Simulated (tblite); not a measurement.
Record of a relaxation.

Compound: C5H16OSi2.
Bonds: C1–O2, O2–C3, C3–C4, C4–C5, C5–C6, C6–Si7, C6–Si8. Hydrogens: H9, H10, H11 on C1; H12, H13 on C3; H14, H15 on C4; H16, H17 on C5; H18 on C6; H19, H20, H21 on Si7; H22, H23, H24 on Si8.

Computed with GFN2-xTB (tblite), gas phase: L-BFGS steps from a force-field or distance-geometry start until the largest atomic force falls under 0.01 eV/Å. 7 of its 246 geometries are shown.

Step 0: E = -716.9998 eV, largest atomic force 1.753 eV/Å
```
atom  x, y, z in Å  |  force x, y, z in eV/Å
C1     -3.753    0.637    0.217   -0.257   0.088  -0.117
O2     -2.442    0.560   -0.258   -0.267   0.477  -0.147
C3     -1.915   -0.714   -0.101   -0.085  -0.947  -0.427
C4     -0.501   -0.674   -0.644   -0.250  -0.300   0.847
C5      0.269    0.316    0.185    0.436   1.575  -0.634
C6      1.683    0.323   -0.379    0.151   0.393  -0.145
Si7     2.789    1.527    0.527    0.457   0.538   0.593
Si8     2.371   -1.400   -0.233    0.732  -0.955   0.197
H9     -4.374   -0.072   -0.371   -0.068   0.249   0.502
H10    -4.135    1.663    0.082    0.271  -0.406  -0.021
H11    -3.736    0.391    1.290   -0.432  -0.082  -0.130
H12    -1.954   -1.044    0.969    0.135   0.202  -0.500
H13    -2.454   -1.475   -0.707   -0.371   0.233   0.263
H14    -0.036   -1.665   -0.502   -0.484   0.339  -0.548
H15    -0.490   -0.339   -1.691   -0.098  -0.355   0.351
H16    -0.192    1.338    0.028    0.330  -0.972   0.425
H17     0.301    0.092    1.268   -0.230  -0.026  -0.602
H18     1.694    0.594   -1.448   -0.363   0.003   0.316
H19     3.896    0.744    1.122   -0.071   0.476   0.028
H20     2.019    2.164    1.607    0.139   0.013  -0.087
H21     3.304    2.532   -0.399    0.065   0.070   0.036
H22     1.529   -2.185    0.696    0.439  -0.012  -0.003
H23     3.746   -1.270    0.302   -0.256  -0.435  -0.199
H24     2.370   -2.024   -1.555    0.076  -0.165   0.003
```

Step 41: E = -717.5652 eV, largest atomic force 0.067 eV/Å
```
atom  x, y, z in Å  |  force x, y, z in eV/Å
C1     -3.880    0.673    0.227   -0.036   0.016  -0.003
O2     -2.576    0.621   -0.284   -0.020  -0.042   0.020
C3     -1.996   -0.656   -0.143    0.030  -0.041  -0.014
C4     -0.574   -0.642   -0.689    0.052   0.020  -0.016
C5      0.337    0.253    0.144    0.053   0.015   0.025
C6      1.797    0.234   -0.324    0.042  -0.017  -0.015
Si7     2.795    1.591    0.588    0.003   0.011   0.010
Si8     2.578   -1.509   -0.221    0.015  -0.045   0.011
H9     -4.543   -0.029   -0.295    0.005  -0.009  -0.010
H10    -4.239    1.687    0.074   -0.003   0.044  -0.006
H11    -3.903    0.437    1.300    0.030   0.005  -0.013
H12    -1.983   -0.941    0.922   -0.029  -0.037  -0.019
H13    -2.594   -1.401   -0.693   -0.056  -0.003   0.037
H14    -0.192   -1.665   -0.698   -0.022  -0.010   0.028
H15    -0.600   -0.280   -1.717   -0.001   0.022  -0.038
H16    -0.062    1.269    0.098    0.008  -0.017  -0.012
H17     0.291   -0.065    1.188   -0.008  -0.031   0.025
H18     1.797    0.507   -1.385   -0.008   0.023  -0.014
H19     3.972    1.047    1.269   -0.008  -0.010  -0.002
H20     1.941    2.231    1.590    0.005   0.010   0.016
H21     3.241    2.609   -0.367   -0.002   0.005  -0.010
H22     1.968   -2.283    0.866    0.006   0.045  -0.004
H23     4.020   -1.418    0.032   -0.037   0.012  -0.032
H24     2.392   -2.249   -1.477   -0.019   0.034   0.037
```

Step 82: E = -717.5865 eV, largest atomic force 0.027 eV/Å
```
atom  x, y, z in Å  |  force x, y, z in eV/Å
C1     -3.857    0.733    0.183    0.000   0.008  -0.010
O2     -2.553    0.624   -0.318    0.003   0.027  -0.003
C3     -2.022   -0.675   -0.195   -0.011   0.008   0.005
C4     -0.578   -0.679   -0.683    0.003  -0.008  -0.002
C5      0.327    0.164    0.211    0.006   0.014   0.002
C6      1.775    0.224   -0.289    0.005  -0.009  -0.004
Si7     2.759    1.593    0.625   -0.010  -0.009   0.000
Si8     2.631   -1.479   -0.226    0.021   0.012  -0.008
H9     -4.544    0.054   -0.340    0.001   0.002   0.010
H10    -4.171    1.762    0.019   -0.001  -0.001   0.009
H11    -3.891    0.506    1.258   -0.009  -0.002  -0.019
H12    -2.066   -0.998    0.858    0.006  -0.015   0.020
H13    -2.625   -1.381   -0.789   -0.008  -0.012   0.001
H14    -0.227   -1.712   -0.711    0.005  -0.023   0.003
H15    -0.557   -0.279   -1.698   -0.004  -0.003  -0.012
H16    -0.100    1.169    0.248   -0.004   0.014   0.005
H17     0.306   -0.240    1.226    0.000   0.001   0.006
H18     1.736    0.521   -1.343    0.006   0.007   0.005
H19     3.943    1.053    1.299   -0.007  -0.006  -0.002
H20     1.913    2.233    1.634   -0.008  -0.006  -0.001
H21     3.191    2.613   -0.335    0.002  -0.005   0.002
H22     2.449   -2.070    1.103   -0.002   0.009   0.001
H23     4.060   -1.311   -0.499   -0.002  -0.005  -0.004
H24     2.092   -2.405   -1.228    0.008   0.002  -0.002
```

Step 122: E = -717.5902 eV, largest atomic force 0.031 eV/Å
```
atom  x, y, z in Å  |  force x, y, z in eV/Å
C1     -3.845    0.760    0.147   -0.004   0.001  -0.003
O2     -2.526    0.613   -0.302    0.000   0.003  -0.006
C3     -2.021   -0.694   -0.142   -0.003   0.002  -0.006
C4     -0.577   -0.736   -0.635   -0.004  -0.004   0.005
C5      0.325    0.159    0.211   -0.011  -0.011   0.008
C6      1.766    0.236   -0.304   -0.007   0.018  -0.007
Si7     2.739    1.583    0.649    0.005   0.012   0.007
Si8     2.645   -1.455   -0.293    0.023   0.017   0.005
H9     -4.537    0.130   -0.425    0.009  -0.030   0.001
H10    -4.111    1.806    0.003    0.012   0.011  -0.005
H11    -3.937    0.506    1.210    0.006  -0.010   0.003
H12    -2.065   -0.986    0.920   -0.009   0.011  -0.005
H13    -2.636   -1.407   -0.714   -0.018   0.009  -0.001
H14    -0.230   -1.770   -0.599   -0.008   0.006  -0.002
H15    -0.554   -0.398   -1.673   -0.003  -0.003   0.017
H16    -0.122    1.156    0.216    0.005  -0.005   0.011
H17     0.324   -0.208    1.240   -0.004  -0.004   0.014
H18     1.714    0.568   -1.347    0.007  -0.013  -0.027
H19     3.868    1.011    1.386    0.002   0.000   0.006
H20     1.856    2.248    1.611   -0.001   0.004   0.002
H21     3.244    2.591   -0.288    0.014  -0.010  -0.003
H22     2.509   -2.058    1.035    0.000  -0.004  -0.011
H23     4.063   -1.258   -0.604   -0.006  -0.006   0.001
H24     2.097   -2.378   -1.293   -0.002   0.004  -0.003
```

Step 163: E = -717.6324 eV, largest atomic force 0.041 eV/Å
```
atom  x, y, z in Å  |  force x, y, z in eV/Å
C1     -3.804    0.826   -0.046    0.005  -0.002  -0.003
O2     -2.455    0.573   -0.324    0.017   0.003  -0.005
C3     -2.036   -0.725    0.035   -0.004  -0.002  -0.003
C4     -0.578   -0.893   -0.385   -0.015  -0.003  -0.008
C5      0.349    0.011    0.427   -0.011  -0.005  -0.011
C6      1.686    0.280   -0.267    0.003   0.008  -0.011
Si7     2.693    1.582    0.695    0.000  -0.012   0.003
Si8     2.685   -1.306   -0.610    0.009  -0.007   0.033
H9     -4.462    0.138   -0.595    0.004   0.004   0.022
H10    -3.998    1.847   -0.369   -0.019  -0.003   0.003
H11    -4.019    0.738    1.027    0.005  -0.018  -0.001
H12    -2.143   -0.870    1.123   -0.002   0.002  -0.003
H13    -2.667   -1.473   -0.471    0.000  -0.014   0.000
H14    -0.291   -1.941   -0.276    0.004   0.024   0.003
H15    -0.508   -0.627   -1.442    0.001   0.009   0.011
H16    -0.171    0.960    0.582   -0.001   0.003  -0.009
H17     0.521   -0.435    1.411    0.000   0.003  -0.006
H18     1.454    0.724   -1.241    0.009   0.019  -0.004
H19     3.288    0.996    1.897   -0.001  -0.022   0.021
H20     1.828    2.691    1.106   -0.020   0.010  -0.021
H21     3.751    2.096   -0.174    0.039   0.011  -0.003
H22     2.747   -2.112    0.613    0.010   0.002  -0.005
H23     4.041   -0.950   -1.034   -0.006  -0.003   0.005
H24     2.079   -2.111   -1.674   -0.025  -0.007  -0.007
```

Step 204: E = -717.6540 eV, largest atomic force 0.013 eV/Å
```
atom  x, y, z in Å  |  force x, y, z in eV/Å
C1     -3.883    0.706    0.104   -0.003   0.002  -0.001
O2     -2.563    0.561   -0.342    0.005  -0.003  -0.004
C3     -2.013   -0.700   -0.033    0.007  -0.004  -0.004
C4     -0.575   -0.753   -0.536    0.005   0.001  -0.001
C5      0.342    0.156    0.279    0.000  -0.002   0.000
C6      1.743    0.306   -0.317    0.002   0.003   0.005
Si7     2.758    1.546    0.717    0.004   0.006  -0.003
Si8     2.651   -1.357   -0.528    0.000   0.003   0.000
H9     -4.540   -0.053   -0.339    0.002   0.002   0.005
H10    -4.213    1.695   -0.207    0.000   0.011   0.006
H11    -3.944    0.626    1.198   -0.013  -0.001   0.000
H12    -2.041   -0.864    1.057   -0.002  -0.012  -0.005
H13    -2.614   -1.492   -0.509    0.001  -0.001   0.000
H14    -0.222   -1.785   -0.487   -0.011   0.004   0.000
H15    -0.568   -0.435   -1.581   -0.001  -0.003   0.006
H16    -0.137    1.137    0.342    0.003   0.000   0.001
H17     0.416   -0.239    1.297    0.002  -0.001   0.001
H18     1.629    0.742   -1.316    0.003  -0.011  -0.006
H19     3.024    0.987    2.045   -0.004   0.007  -0.001
H20     2.008    2.796    0.871    0.001  -0.005  -0.005
H21     4.027    1.829    0.042   -0.002  -0.002   0.005
H22     2.584   -2.113    0.725    0.002   0.000   0.003
H23     4.052   -1.108   -0.875    0.005   0.003   0.003
H24     2.065   -2.168   -1.600   -0.006   0.002  -0.006
```

Step 245: E = -717.6567 eV, largest atomic force 0.009 eV/Å
```
atom  x, y, z in Å  |  force x, y, z in eV/Å
C1     -3.868    0.710    0.182   -0.008   0.001   0.000
O2     -2.543    0.592   -0.259   -0.004   0.002  -0.008
C3     -2.014   -0.702   -0.079    0.002   0.000  -0.002
C4     -0.578   -0.733   -0.592    0.004   0.001  -0.001
C5      0.341    0.148    0.252   -0.003  -0.002   0.002
C6      1.752    0.285   -0.323   -0.005  -0.001   0.000
Si7     2.735    1.572    0.683    0.005  -0.003   0.006
Si8     2.665   -1.382   -0.465    0.006   0.001  -0.006
H9     -4.528    0.012   -0.349   -0.002   0.003   0.001
H10    -4.179    1.732   -0.028    0.006  -0.001   0.005
H11    -3.950    0.517    1.259    0.006  -0.003  -0.004
H12    -2.042   -0.975    0.989   -0.002   0.001   0.004
H13    -2.628   -1.434   -0.630   -0.003  -0.004   0.001
H14    -0.226   -1.766   -0.582   -0.003   0.001   0.002
H15    -0.575   -0.376   -1.623    0.000   0.003   0.001
H16    -0.125    1.134    0.326   -0.002  -0.006   0.000
H17     0.397   -0.264    1.264   -0.002   0.000  -0.001
H18     1.656    0.685   -1.339   -0.002   0.001  -0.004
H19     2.918    1.097    2.057   -0.001   0.000  -0.001
H20     1.995    2.838    0.714    0.003  -0.001  -0.002
H21     4.043    1.796    0.066    0.001   0.000  -0.003
H22     2.579   -2.099    0.810    0.000   0.002  -0.001
H23     4.070   -1.144   -0.802    0.003   0.002   0.005
H24     2.093   -2.224   -1.522    0.001   0.002   0.005
```

**Question.** Summarise the path.

**Answer.** The energy falls by 0.6570 eV from step 0 to step 245; nine tenths of that is first reached at step 126. It rises by more than 0.2 meV at steps 135, 138 and 141. The largest force goes from 1.753 to 0.009 eV/Å. Among the bonds C6–Si8 changes most, from 1.861 to 1.906 Å; the atoms move by 0.573 Å rms after alignment.

**Question.** Follow the three bonds and two angles with the largest change from start to end.

**Answer.** 
```csv
step,E above end (eV),largest force (eV/Å),C6–Si8 (Å),C5–H16 (Å),C6–Si7 (Å),C4–C5–C6 (°),C4–C5–H17 (°)
0,0.6570,1.753,1.861,1.132,1.869,105.9,115.0
11,0.1628,0.354,1.926,1.087,1.921,111.2,110.4
21,0.1145,0.181,1.917,1.091,1.924,113.7,109.0
32,0.0972,0.053,1.912,1.092,1.916,113.4,109.0
43,0.0893,0.085,1.912,1.093,1.915,113.1,108.9
53,0.0826,0.057,1.907,1.093,1.917,113.5,108.8
64,0.0764,0.066,1.907,1.093,1.915,113.4,108.7
75,0.0711,0.028,1.907,1.093,1.916,112.9,109.2
85,0.0699,0.022,1.907,1.093,1.917,113.0,109.2
96,0.0688,0.015,1.906,1.093,1.916,113.2,109.1
107,0.0679,0.024,1.907,1.093,1.917,113.6,109.1
117,0.0673,0.018,1.907,1.093,1.917,113.6,108.9
128,0.0649,0.045,1.907,1.092,1.916,113.4,109.3
138,0.0588,0.248,1.910,1.094,1.911,113.5,109.4
149,0.0368,0.068,1.905,1.093,1.909,113.6,109.2
160,0.0259,0.073,1.906,1.093,1.906,113.0,109.4
170,0.0220,0.044,1.905,1.093,1.907,113.0,109.3
181,0.0119,0.070,1.906,1.093,1.907,113.0,109.4
192,0.0056,0.051,1.907,1.094,1.908,113.8,108.7
202,0.0029,0.020,1.907,1.094,1.906,113.6,108.8
213,0.0024,0.011,1.905,1.093,1.907,113.6,108.9
224,0.0019,0.014,1.906,1.093,1.907,113.6,108.9
234,0.0009,0.037,1.906,1.093,1.908,113.5,109.0
245,0.0000,0.009,1.906,1.093,1.907,113.5,109.0
```

What follows is the cost of the whole relaxation. Hardware: one thread, Arm Neoverse N1 (aarch64) (shared host). Cost: 3.8 s wall.
